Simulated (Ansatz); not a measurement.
Consider the ligand exchange at a B–C bond: `C/C=C\BN` + `OC[SiH2]F` → `NBOC[SiH2]F` + `C=CC`.

Program: Ansatz. Geometries: PBE0-D4/def2-TZVP. ΔE: electronic, gas phase. CBS: MP2 limit from def2 TZ/QZ plus the TZ coupled-cluster correction, frozen cores. DFT in def2-TZVPP. B3LYP here is the variant with VWN-RPA as its local correlation; programs differ in this. Each species was taken in one conformer, which may not be the lowest.

`C/C=C\BN`:

Cartesian coordinates in Å:
```
C 1.238 -1.626 -0.076
C 0.277 -1.012 0.879
C -0.444 0.102 0.696
B -0.442 1.010 -0.557
N -1.261 2.139 -0.599
H 1.321 -1.060 -1.002
H 0.934 -2.650 -0.318
H 2.232 -1.701 0.378
H 0.169 -1.551 1.822
H -1.095 0.381 1.527
H 0.239 0.799 -1.521
H -1.870 2.406 0.157
H -1.300 2.762 -1.385
```

`OC[SiH2]F`:

Cartesian coordinates in Å:
```
O 1.664 0.455 0.241
C 0.560 -0.377 0.572
Si -0.894 -0.077 -0.574
F -1.206 1.499 -0.498
H 1.378 1.372 0.290
H 0.264 -0.259 1.625
H 0.903 -1.411 0.467
H -2.111 -0.811 -0.140
H -0.559 -0.391 -1.983
```

`NBOC[SiH2]F`:

```xyz
13

N     0.036   -0.490   -2.348
B     0.544    0.597   -1.626
O     0.424    0.713   -0.266
C    -0.233   -0.285    0.497
Si   -0.131    0.290    2.282
F    -0.856   -0.803    3.206
H    -0.454   -1.268   -1.942
H     0.138   -0.550   -3.345
H     1.114    1.483   -2.191
H    -1.281   -0.401    0.186
H     0.252   -1.264    0.378
H     1.283    0.395    2.714
H    -0.835    1.582    2.455
```

`C=CC`:

Z-matrix (Å, degrees):
```
C
C 1 1.490
H 1 1.095 2 111.0
H 1 1.095 2 111.0 3 118.3
H 1 1.092 2 111.5 3 -120.8
C 2 1.325 1 125.1 3 120.8
H 2 1.088 1 116.2 3 -59.2
H 6 1.084 2 121.6 1 -180.0
H 6 1.086 2 121.4 1 0.0
```

```csv
level,ΔE (kcal/mol)
PBE-D4,-22.0
r2SCAN-D4,-24.0
PBE0-D4,-23.0
ωB97X-V,-24.9
r2SCAN,-24.0
B3LYP,-24.8
SCS-MP2/def2-QZVPP,-25.3
HF/CBS(def2),-28.2
```

(1) What does CCSD(T)/CBS give? (Estimate.)

Largest T1 diagnostic among the species: 0.012.

Answers

(1) The calculation gave: -24.8 kcal/mol. The listed levels differ from it by 2.8, 0.8, 1.8, -0.1, 0.8, 0.0, -0.5, -3.4 kcal/mol.

From PBE to PBE0 (25 % exact exchange), in def2-TZVPP and without D4, ΔE moves by −1.0 kcal/mol. In def2-TZVPP, CCSD(T) changes the Hartree–Fock value by +3.0 kcal/mol (the triples alone add +0.5 kcal/mol) and MP2 by +3.1 kcal/mol.
